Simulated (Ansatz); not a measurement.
Abridged output of a molecular run in Ansatz:

```
Functional definition: HF
961 factors; integrals over basis functions are off by at most 1.2e-3 eV
mean field evaluation 1: about -14579.9977 eV, gradient 3.8e1 eV
mean field evaluation 2: about -14580.0066 eV, gradient 3.8e1 eV
mean field evaluation 4: about -14583.7424 eV, gradient 2.8e0 eV
mean field evaluation 8: about -14583.7899 eV, gradient 1.4e-1 eV
mean field evaluation 16: about -14583.7786 eV, gradient 4.1e-1 eV
mean field -14583.79007765 eV, -535.9444001055 hartree, gradient 2.5e-6 eV, S^2 0.000000; 0 other end points of the search recorded, 0 dependent functions left out
10 core orbitals not correlated: weight in the atoms' cores, before any rotation towards them, 1.000 or more for the frozen orbitals, at most 0.000 for the correlated occupied ones
reference -14583.79007765 eV, -535.9444001055 hartree; 14, 14 occupied and 64, 64 virtual orbitals, 961 factors
second order -9.93580539 eV of doubles, -0.00000000 eV of singles
cycle   1  -10.79469141 eV  change   -8.6e-1 eV  update   1.0e-1
cycle   2  -11.21668978 eV  change   -4.2e-1 eV  update   3.5e-2
cycle   3  -11.32215352 eV  change   -1.1e-1 eV  update   2.1e-2
cycle   4  -11.31746887 eV  change    4.7e-3 eV  update   6.4e-3
cycle   5  -11.31588898 eV  change    1.6e-3 eV  update   3.4e-3
cycle   6  -11.31617216 eV  change   -2.8e-4 eV  update   1.4e-3
cycle   7  -11.31603883 eV  change    1.3e-4 eV  update   4.8e-4
cycle   8  -11.31615527 eV  change   -1.2e-4 eV  update   1.3e-4
cycle   9  -11.31618696 eV  change   -3.2e-5 eV  update   3.4e-5
perturbative correction -0.30691993 eV, -0.0112790995 hartree
Total energy: -14595.41318454 eV, -536.3715414054 hartree
```

Its atoms:

Z-matrix (Å, degrees):
```
Si
H 1 1.481
H 1 1.483 2 111.7
H 1 1.492 2 108.2 3 118.5
H 1 1.486 2 110.9 3 -123.9
H 2 2.833 1 100.6 3 69.5
N 6 1.012 2 91.4 1 -29.6
In 7 2.088 6 124.5 2 114.7
H 7 1.012 6 108.2 2 -83.9
```

(1) Which basis set was used?
A. def2-SVP
B. cc-pV(Q+d)Z
C. cc-pV(T+d)Z
D. def2-TZVPPD

(2) Write the keys of the input that set method, charge and spin (a neutral closed shell needs none for the last two).

Results:

(1) A. It gives 88 functions.

(2) 
```yaml
correlation: {method: ccsd_t}
```
